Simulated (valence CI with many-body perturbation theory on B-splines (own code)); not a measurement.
## Mo⁹⁺: electric-dipole lines

Computed by relativistic CI+MBPT: five valence electrons over a frozen Dirac-Fock core [Ar] 3d10, radial functions for each j: 11 s, 11 p, 10 d, 8 f, 5 g, 2 h, with the one-electron correlation potential Σ1, the two-electron term Σ2, the three-electron term Σ3, Breit, model QED; selected CI, second order for the rest, scaled by the run's own slope (own B-spline code, finite nucleus).

No measured spectrum was set against this ion. As an estimate, levels hold to about 250 cm⁻¹ or 0.2 % of their energy and the worst to 1 %, as in measured heavy ions of charge 2 to 7; those with d or f electrons hold less well. Among the levels kept, up to 2800 cm⁻¹ of a level comes from second order outside the variational space, and about a tenth of that is noise between levels of different J, which matters for small intervals.

Lines 51 to 100 of 575 in falling wavelength, among levels below 791160 cm⁻¹, chosen from the strongest by gf and those to the six lowest levels. Wavelengths and rates use the calculated energies, so an error of 700 cm⁻¹ moves a line at 444.9 Å by 0.31 % and its rate by three times that or more. Electric multipoles are in the length gauge, E1 and E2 with the static RPA response of the core. Weak lines are less certain than strong ones. Lines between different terms over intervals too small for the method are left out, as are lines whose strength nearly cancels. Where a level lies close to another of its J and parity, the split of strength between their lines is uncertain.

Names give the largest LS component (configuration and term), which can be under half, so a name can repeat, a term be missing and a line seem to break the LS rules; names also repeat where a configuration has a term twice. Letters in brackets count levels of one name in rising energy.

```tsv
λ vac (Å)	Upper	Lower	A (s⁻¹)	S (a.u.) with core polarisation	S without
444.9	4s 4p4 4P_5/2	4s2 4p3 4S°_3/2	1.82e+09	4.74e-01	5.26e-01
436.3	4s 4p3 4d 4G°_11/2	4s2 4p2 4d 4F_9/2	1.75e+09	8.62e-01	9.69e-01
427.0	4s 4p3 4d 4G°_9/2	4s2 4p2 4d 4F_7/2	1.84e+09	7.08e-01	7.96e-01
423.2	4p5 2P°_3/2	4s 4p4 2D_5/2	4.66e+09	6.98e-01	7.75e-01
422.8	4s 4p3 4d 2D°_5/2 [a]	4s2 4p2 4d 2P_3/2 [a]	1.01e+09	2.25e-01	2.53e-01
421.5	4s 4p3 4d 4S°_3/2	4s2 4p2 4d 4P_5/2	2.22e+09	3.29e-01	3.64e-01
417.2	4s 4p4 4P_3/2	4s2 4p3 4S°_3/2	2.50e+09	3.58e-01	3.97e-01
414.7	4s 4p3 4d 4G°_7/2	4s2 4p2 4d 4F_5/2	1.89e+09	5.32e-01	5.98e-01
414.6	4p5 2P°_3/2	4s 4p4 2D_3/2	1.53e+09	2.16e-01	2.40e-01
414.4	4s 4p3 4d 4F°_9/2 [b]	4s2 4p2 4d 4D_7/2	9.18e+08	3.22e-01	3.62e-01
413.1	4s 4p3 4d 4D°_7/2 [c]	4s2 4p2 4d 4P_5/2	8.02e+08	2.23e-01	2.52e-01
410.0	4s 4p3 4d 2F°_7/2 [c]	4s2 4p2 4d 2F_7/2 [b]	2.42e+09	6.59e-01	7.38e-01
409.3	4s 4p4 4P_1/2	4s2 4p3 4S°_3/2	2.70e+09	1.83e-01	2.03e-01
408.8	4s 4p3 4d 2G°_9/2 [a]	4s2 4p2 4d 2F_7/2 [a]	1.17e+09	3.96e-01	4.46e-01
407.3	4s 4p3 4d 4G°_5/2	4s2 4p2 4d 4F_3/2	1.95e+09	3.90e-01	4.39e-01
406.7	4s 4p4 2D_5/2	4s2 4p3 2D°_5/2	3.69e+09	7.35e-01	8.15e-01
403.5	4s 4p4 2P_3/2	4s2 4p3 2P°_3/2	1.05e+09	1.37e-01	1.52e-01
400.7	4s 4p4 2D_3/2	4s2 4p3 2D°_3/2	5.20e+09	6.60e-01	7.32e-01
400.5	4s 4p3 4d 4D°_7/2 [c]	4s2 4p2 4d 2G_7/2	1.13e+09	2.87e-01	3.21e-01
400.4	4s 4p3 4d 2F°_5/2 [d]	4s2 4p2 4d 2F_5/2 [b]	1.93e+09	3.68e-01	4.15e-01
398.7	4s 4p3 4d 2G°_7/2 [a]	4s2 4p2 4d 2F_5/2 [a]	1.26e+09	3.16e-01	3.54e-01
397.6	4s 4p3 4d 4F°_7/2 [b]	4s2 4p2 4d 4D_5/2	1.16e+09	2.88e-01	3.24e-01
397.4	4s 4p3 4d 4F°_5/2 [b]	4s2 4p2 4d 4D_5/2	1.09e+09	2.02e-01	2.26e-01
397.0	4s 4p3 4d 2G°_7/2 [b]	4s2 4p2 4d 2G_7/2	1.15e+09	2.83e-01	3.16e-01
391.4	4s 4p3 4d 2G°_9/2 [b]	4s2 4p2 4d 2G_9/2	5.93e+09	1.76e+00	1.96e+00
390.7	4s 4p3 4d 2D°_5/2 [c]	4s2 4p2 4d 2P_3/2 [b]	1.20e+09	2.12e-01	2.41e-01
389.4	4s 4p3 4d 2D°_3/2 [d]	4s2 4p2 4d 2P_1/2 [b]	2.37e+09	2.76e-01	3.13e-01
386.7	4s 4p3 4d 2D°_5/2 [b]	4s2 4p2 4d 2D_5/2 [a]	1.72e+09	2.95e-01	3.32e-01
385.8	4s 4p4 2S_1/2	4s2 4p3 2P°_1/2	5.38e+09	3.05e-01	3.39e-01
385.6	4s 4p3 4d 2D°_3/2 [a]	4s2 4p2 4d 4D_5/2	1.98e+09	2.24e-01	2.49e-01
385.2	4s 4p3 4d 4D°_7/2 [d]	4s2 4p2 4d 4P_5/2	9.11e+08	2.06e-01	2.37e-01
384.2	4s 4p3 4d 4D°_5/2 [e]	4s2 4p2 4d 4P_3/2	1.18e+09	1.97e-01	2.27e-01
383.5	4s 4p3 4d 4F°_9/2 [b]	4s2 4p2 4d 4F_9/2	1.69e+09	4.69e-01	5.23e-01
382.7	4s 4p3 4d 2F°_7/2 [d]	4s2 4p2 4d 2D_5/2 [b]	1.07e+09	2.37e-01	2.67e-01
380.4	4s 4p3 4d 2D°_3/2 [d]	4s2 4p2 4d 2D_3/2 [b]	1.94e+09	2.11e-01	2.38e-01
380.2	4s 4p4 2P_3/2	4s2 4p3 2P°_1/2	9.21e+08	9.99e-02	1.11e-01
379.2	4s 4p3 4d 2G°_7/2 [b]	4s2 4p2 4d 4D_7/2	3.03e+09	6.52e-01	7.28e-01
378.9	4s2 4p2 4f 4D°_3/2	4s2 4p2 4d 2D_5/2 [c]	2.31e+09	2.48e-01	2.74e-01
378.7	4s 4p3 4d 4D°_5/2 [e]	4s2 4p2 4d 4P_5/2	1.74e+09	2.79e-01	3.17e-01
378.4	4s2 4p2 4f 2D°_5/2	4s2 4p2 4d 2F_7/2 [b]	3.74e+09	6.00e-01	6.66e-01
378.2	4p5 2P°_1/2	4s 4p4 2D_3/2	4.06e+09	2.17e-01	2.41e-01
376.6	4s 4p3 4d 4F°_5/2 [b]	4s2 4p2 4d 2F_5/2 [a]	1.26e+09	1.99e-01	2.22e-01
376.5	4s 4p3 4d 4F°_7/2 [b]	4s2 4p2 4d 4F_7/2	1.10e+09	2.31e-01	2.57e-01
376.0	4s 4p3 4d 2D°_3/2 [c]	4s2 4p2 4d 2D_3/2 [a]	2.44e+09	2.56e-01	2.85e-01
375.3	4s 4p3 4d 4D°_7/2 [b]	4s2 4p2 4d 2F_7/2 [a]	2.05e+09	4.27e-01	4.72e-01
375.0	4s 4p3 4d 4D°_1/2 [b]	4s2 4p2 4d 4F_3/2	4.00e+09	2.08e-01	2.30e-01
373.3	4s 4p3 4d 2P°_3/2 [a]	4s2 4p2 4d 2P_3/2 [a]	1.86e+09	1.91e-01	2.12e-01
371.8	4s 4p3 4d 4D°_5/2 [d]	4s2 4p2 4d 4D_7/2	2.87e+09	4.36e-01	4.84e-01
370.8	4s 4p3 4d 4P°_3/2 [a]	4s2 4p2 4d 4F_5/2	2.70e+09	2.71e-01	3.00e-01
369.6	4s 4p3 4d 4P°_5/2 [a]	4s2 4p2 4d 4F_7/2	1.85e+09	2.76e-01	3.04e-01
```
